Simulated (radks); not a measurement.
The table gives one normalised radial function P(r) = r R(r) of Ir+ in [Xe] 4f14 5d7 6s1 (r in bohr). Method: scalar-relativistic Kohn-Sham, PBE, spin-unpolarised, spherical densities, finite nucleus; Fermi nuclear charge, rms radius 5.4032 fm; computed with a radial shooting solver on a logarithmic mesh with Libxc functionals.

r,P
0.00188,0.1170
0.002548,0.1414
0.003425,0.1660
0.004642,0.1890
0.006291,0.2040
0.008527,0.2024
0.01146,0.1737
0.01554,0.1046
0.02106,-0.0100
0.02831,-0.1523
0.03837,-0.2829
0.052,-0.3123
0.07047,-0.1560
0.09474,0.1587
0.1284,0.4361
0.174,0.3377
0.234,-0.1817
0.3171,-0.6484
0.4297,-0.3963
0.5824,0.4791
0.783,1.1397
1.061,1.0976
1.438,0.6051
1.934,0.2049
2.621,0.0378
3.552,0.0034
4.814,0.0001
6.472,0.0000
8.771,0.0000

Which n and l does it have? It may be an empty orbital.

Answer. n = 5, l = 0: the number of nodes gives n - l - 1 = 4, the rise at small r (about r^(l+1), flatter next to the nucleus through relativity) gives l, and the extent must fit the shell. The curve is that of 5s. 5s: eigenvalue -106.24 eV, 4 radial nodes at r = 0.0206, 0.0825, 0.214, 0.499 bohr, <r> = 0.978 bohr, 90 % of the charge inside 1.40 bohr.
